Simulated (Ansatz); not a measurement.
Total energies of `[CH3][Ta](=[NH])([OH])[OH]`.

```json
{"atom": "C1", "x (Å)": "-1.410", "y (Å)": "0.891", "z (Å)": "-0.124"}
{"atom": "Ta2", "x (Å)": "0.502", "y (Å)": "-0.125", "z (Å)": "-0.032"}
{"atom": "N3", "x (Å)": "0.114", "y (Å)": "-1.707", "z (Å)": "0.655"}
{"atom": "O4", "x (Å)": "1.636", "y (Å)": "0.897", "z (Å)": "1.115"}
{"atom": "O5", "x (Å)": "1.162", "y (Å)": "-0.259", "z (Å)": "-1.818"}
{"atom": "H6", "x (Å)": "-1.286", "y (Å)": "1.898", "z (Å)": "-0.540"}
{"atom": "H7", "x (Å)": "-1.856", "y (Å)": "0.982", "z (Å)": "0.871"}
{"atom": "H8", "x (Å)": "-2.117", "y (Å)": "0.343", "z (Å)": "-0.753"}
{"atom": "H9", "x (Å)": "-0.061", "y (Å)": "-2.618", "z (Å)": "1.042"}
{"atom": "H10", "x (Å)": "2.011", "y (Å)": "0.711", "z (Å)": "1.974"}
{"atom": "H11", "x (Å)": "1.306", "y (Å)": "-1.010", "z (Å)": "-2.391"}
```

Total charge 0; spin multiplicity 1. Correlated methods include outer-core shells of Ta, which these sets cover unevenly. Ta: def2 effective core potential. All single points use the PBE0-D4/def2-TZVP geometry. It is one conformer, not always the lowest. Basis def2-TZVPP, the Gaussian-basis code of Ansatz.

RPA on PBE orbitals: Hartree–Fock energy of these orbitals -302.11000 Eh, correlation -1.94788 Eh (frozen core).

| functional | energy without D4 (Eh) | D4 term (kJ/mol) |
| --- | --- | --- |
| LDA (SPW92) | -302.19755 | – |
| PBE | -303.96724 | -21.3 |
| revPBE | -304.19931 | -55.1 |
| BLYP | -304.14027 | -44.7 |
| r2SCAN | -304.11736 | -5.4 |
| B97M-V | -304.15952 | – |
| PBE0 | -303.92117 | -18.2 |
| B3LYP | -304.23848 | -34.1 |
| r2SCANh | -304.07771 | -5.7 |
| r2SCAN0 | -304.02002 | -6.4 |
| HSE06 (plane-wave form) | -303.90820 | -17.2 |
| BHLYP | -303.94665 | -28.5 |
| CAM-B3LYP | -304.06836 | -18.8 |
| LC-ωPBE | -304.07753 | – |
| ωB97X-V | -304.09470 | – |
| ωB97M-V | -304.03023 | – |
| B2PLYP | -303.92837 | – |
| PBE-QIDH | -303.80028 | – |

B3LYP takes the VWN-RPA correlation (the form of Gaussian; ORCA's B3LYP/G). HSE06 is the plane-wave form, built on full-range PBE exchange. The double hybrids freeze the cores in their second-order part.

LC-ωPBE has ω = 0.4 bohr⁻¹.
